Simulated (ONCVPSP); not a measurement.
**cadmium: variants of one ONCV potential**

Base potential:

| Property | Result |
| --- | --- |
| Element | cadmium |
| Generator | ONCVPSP 4.0.1 |
| Type | optimised norm-conserving Vanderbilt (ONCV) |
| Functional | PBE |
| Relativity | scalar-relativistic |
| Frozen core | [Ar] 3d10 |
| Valence charge | 20 |
| Reference configuration | 4s2 4p6 4d10 5s1.5 5p0.5 |
| Partial waves | 4s+5s: rc 1.40 bohr, ncon 4, nbas 7, qcut 7.6 1/bohr, 2 projectors; 4p+5p: rc 1.50 bohr, ncon 4, nbas 7, qcut 8 1/bohr, 3 projectors, debl 3.2 Ha; 4d: rc 1.25 bohr, ncon 4, nbas 8, qcut 8.2 1/bohr, 3 projectors, debl 1.3 Ha |
| Local potential | polynomial inside 1.00 bohr (lpopt 5, dvloc0 -1 Ha) |
| Core correction | none |

All-electron outer shells of the reference configuration (PBE, scalar-relativistic, ld1.x):

```tsv
shell	level (eV)	outermost node (bohr)	outermost maximum (bohr)
3p	-602.30	0.14	0.32
3d	-394.66	–	0.27
4s	-106.96	0.43	0.79
4p	-68.02	0.43	0.84
4d	-12.76	0.42	0.98
5s	-6.34	1.06	2.32
5p	-1.67	1.19	3.25
```

Cutoffs, loose and tight: the cutoffs (Ha) at which the residual kinetic energy of the hardest occupied pseudo-wave falls to 1 and 0.1 mHa per electron. They do not see the model core or the augmentation charge, which bear on the density cutoff. Test errors are all-electron minus pseudo excitation energies from the reference, over the configurations 4s2 4p6 4d10 5s2 5p0; 4s2 4p6 4d10 5s1 5p0; 4s2 4p6 4d10 5s0 5p0; 4s2 4p6 4d10 5s0 5p1. A dash means not determined; rows that change the core or the reference have their own tests.

A true bound ghost makes a file unfit for plane-wave use even where its test errors are small: the radial tests pick states by their node count and pass the ghost by.

```csv
change,outcome,"cutoff, loose","cutoff, tight",bound ghosts,GHOST(+) flags above zero,largest test error (meV)
base,generated,34 Ha,120 Ha,d,s,-4.8
p: qcut 5.1,generated,54 Ha,120 Ha,d,"s, p",-4.7
p: qcut 6.2,generated,34 Ha,120 Ha,d,s,-4.7
p: qcut 6.7,generated,34 Ha,120 Ha,d,s,-4.8
p: qcut 8.1,generated,34 Ha,120 Ha,d,s,-4.8
p: qcut 9,generated,34 Ha,120 Ha,d,s,-4.8
p: qcut 9.7,generated,34 Ha,120 Ha,d,s,-4.7
p: qcut 10.9,generated,34 Ha,120 Ha,d,s,-4.7
```

Question: What comes out with this change to the base: p: qcut 11.9?

Answer: outcome: generated; cutoff, loose: 39 Ha; cutoff, tight: 120 Ha; bound ghosts: d; GHOST(+) flags above zero: s; largest test error (meV): -4.5.

Reading the sweep of the qcut of the p channel (base included, trends over the rows without a ghost): Bound ghosts are found at 5.1, 6.2, 6.7, 8, 8.1, 9, 9.7, 10.9, 11.9 1/bohr. Every judged row has one, so this setting neither creates nor removes them.
